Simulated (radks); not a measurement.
Q: These are the eigenvalues of the occupied orbitals of an atom or ion with whole-number occupations (eV). Calculated with a radial shooting solver on a logarithmic mesh with Libxc functionals: Dirac Kohn-Sham, PBE, spin-unpolarised, spherical densities, finite nucleus; Fermi nuclear charge, rms radius of each element as measured or else 0.836 A^(1/3) + 0.57 fm.

1s1/2: -15911.45
2s1/2: -2872.353
2p1/2: -2692.206
2p3/2: -2630.408
3s1/2: -1011.180
3p1/2: -948.8566
3p3/2: -935.4423

Which element is it, and in what charge state? The configuration may be excited. Open shells, if any, fill j = l - 1/2 first.

A: Z = 37, rubidium, charge +21: Rb21+ in [Ne] 3s2 3p4. The list shows which subshells hold electrons but not how many an open one holds; the 1s level, -584.73 hartree, gives Z - s = 34.2 by -(Z - s)^2/2, which with screening and relativity narrows Z to a few neighbours, and the depths of the outer levels then fix element, charge and occupations together.
